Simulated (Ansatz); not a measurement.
Consider the cleavage of the Al–B bond: `F[BH][AlH2]` + `O[SiH2]O` → `O[SiH2][O][AlH2]` + `BF`.

Program: Ansatz. Geometries: PBE0-D4/def2-TZVP. ΔE: electronic, gas phase. CBS: MP2 limit from def2 TZ/QZ plus the TZ coupled-cluster correction, frozen cores. This one scheme is used for every species. DFT in def2-TZVPP. Each species was taken in one conformer, which may not be the lowest.

`F[BH][AlH2]`:

```xyz
6

F    -0.941    1.892   -0.243
B    -0.313    0.968    0.477
Al    0.300   -0.902   -0.414
H    -0.132    1.280    1.632
H     1.745   -1.064   -1.064
H    -0.658   -2.174   -0.388
```

`O[SiH2]O`:

Cartesian coordinates in Å:
```
O -0.429 -0.816 1.120
Si 0.342 -0.188 -0.186
O -0.311 1.221 -0.718
H -0.385 -0.325 1.942
H 1.744 0.169 0.131
H 0.236 -1.255 -1.208
H -1.198 1.193 -1.081
```

`O[SiH2][O][AlH2]`:

Cartesian coordinates in Å:
```
O -0.869 1.803 -0.900
Si 0.443 1.150 -0.160
O 0.246 -0.422 0.175
Al -0.052 -2.068 0.361
H -1.659 1.938 -0.375
H 1.547 1.330 -1.128
H 0.713 1.852 1.122
H -1.542 -2.522 0.623
H 1.173 -3.060 0.282
```

`BF`:

```xyz
4

B     0.028   -0.014   -0.038
F    -0.717    0.366    0.978
H     1.103   -0.486    0.202
H    -0.414    0.134   -1.142
```

Task: Is it downhill or uphill in electronic energy at CCSD(T)/CBS, and by how much? (Estimate.)

Result: Ansatz gave: Downhill: ΔE = -49.6 kcal/mol.

Task: What do these levels give: BLYP-D4, r2SCAN-D4, ωB97X-V, MP2/def2-TZVPP, CCSD/def2-TZVPP, HF/def2-QZVPP? (Best estimate.)

Result: Computed: BLYP-D4 -48.7, r2SCAN-D4 -49.2, ωB97X-V -48.5, MP2/def2-TZVPP -52.5, CCSD/def2-TZVPP -50.2, HF/def2-QZVPP -54.1 kcal/mol.

Largest T1 diagnostic among the species: 0.014.

The D4 term adds −0.8 kcal/mol with B3LYP and −0.5 kcal/mol with PBE0; it sums over pairs of atoms, weighted by their polarisabilities, and B3LYP, whose exchange is more repulsive, gets the larger term. In def2-TZVPP, CCSD(T) changes the Hartree–Fock value by +3.7 kcal/mol (the triples alone add +0.4 kcal/mol) and MP2 by +1.0 kcal/mol.

B3LYP here is the variant with VWN-RPA as its local correlation; programs differ in this.
